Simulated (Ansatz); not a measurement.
Total energies of FGeH5Sn (`[F][SnH2][GeH3]`).

```json
{"atom": "F1", "x (Å)": "-1.3285", "y (Å)": "-1.9741", "z (Å)": "-0.7452"}
{"atom": "Sn2", "x (Å)": "-0.0677", "y (Å)": "-1.1536", "z (Å)": "0.4687"}
{"atom": "Ge3", "x (Å)": "0.1780", "y (Å)": "1.2840", "z (Å)": "-0.3908"}
{"atom": "H4", "x (Å)": "-0.8004", "y (Å)": "-1.3262", "z (Å)": "2.0013"}
{"atom": "H5", "x (Å)": "1.3274", "y (Å)": "-2.1287", "z (Å)": "0.3336"}
{"atom": "H6", "x (Å)": "0.7193", "y (Å)": "1.2712", "z (Å)": "-1.8261"}
{"atom": "H7", "x (Å)": "1.1597", "y (Å)": "2.0457", "z (Å)": "0.5139"}
{"atom": "H8", "x (Å)": "-1.1877", "y (Å)": "1.9816", "z (Å)": "-0.3553"}
```

The species carries charge 0 and has multiplicity 1. Correlated methods include outer-core shells of Ge, Sn, which these sets cover unevenly. Scalar relativity is left out up to krypton. Sn: def2 effective core potential. All single points use the PBE0-D4/def2-TZVP geometry. Basis def2-TZVPP, Ansatz.

RPA on PBE orbitals: Hartree–Fock energy of these orbitals -2391.06661 Eh, correlation -1.30659 Eh (frozen core).

```
             functional  energy without D4 (Eh)  D4 term (kJ/mol)
                    PBE             -2393.79248             -14.0
                 revPBE             -2394.06740             -34.9
                 r2SCAN             -2394.24728              -3.2
                 B97M-V             -2393.80091                 –
                   PBE0             -2393.86111             -11.9
                  B3LYP             -2394.34587             -22.8
                r2SCANh             -2394.22211              -3.5
                r2SCAN0             -2394.18597              -3.9
HSE06 (plane-wave form)             -2393.85503             -11.3
              CAM-B3LYP             -2394.29950             -12.4
                ωB97X-V             -2393.97731                 –
                ωB97M-V             -2394.01010                 –
                 B2PLYP             -2393.58040                 –
               PBE-QIDH             -2393.32659                 –
```

**Question.** Give the same for LDA (SPW92), BLYP, BHLYP, LC-ωPBE. (Best estimate.)

**Answer.** The calculation gave: 
```
 functional  energy without D4 (Eh)  D4 term (kJ/mol)
LDA (SPW92)             -2390.03664                 –
       BLYP             -2394.20090             -29.5
      BHLYP             -2394.08786             -20.7
    LC-ωPBE             -2393.93443                 –
```

B3LYP takes the VWN-RPA correlation (the form of Gaussian; ORCA's B3LYP/G). HSE06 is the plane-wave form, built on full-range PBE exchange. The double hybrids freeze the cores in their second-order part.

LC-ωPBE has ω = 0.4 bohr⁻¹.
